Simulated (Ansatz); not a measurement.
## H4Se2Si: structure from calculated spectroscopic constants

These gas-phase data were calculated for one isomer of H4Se2Si at PBE0-D4/def2-SVP (harmonic, unscaled wavenumbers; equilibrium rotational constants with average atomic masses):

* rotational constants: 4.755, 1.585, 1.218 GHz
* all wavenumbers above 1500 cm⁻¹: 2424, 2252, 2244, 2228

Candidates:

(1) `[SeH][SiH2][SeH]`, a singlet
(2) `[SiH3][Se][SeH]`, a singlet

Task: Which structure fits?

Result: Candidate (2). 3 modes lie between 2000 and 2380 cm⁻¹, one for each Si–H bond, while (1) has 2.

The same quantities for all candidates:

|  | rotational constants (GHz) | wavenumbers above 1500 cm⁻¹ | E above the lowest, PBE0-D4/def2-SVP (kcal/mol) |
| --- | --- | --- | --- |
| (1) | 9.809, 0.8564, 0.8025 | 2455, 2455, 2252, 2239 | 0.0 |
| (2) | 4.755, 1.585, 1.218 | 2424, 2252, 2244, 2228 | 15.0 |

Harmonic stretches to hydrogen usually lie a few per cent above observed fundamentals. Each candidate is one conformer. Programs: Ansatz 0.2.0.
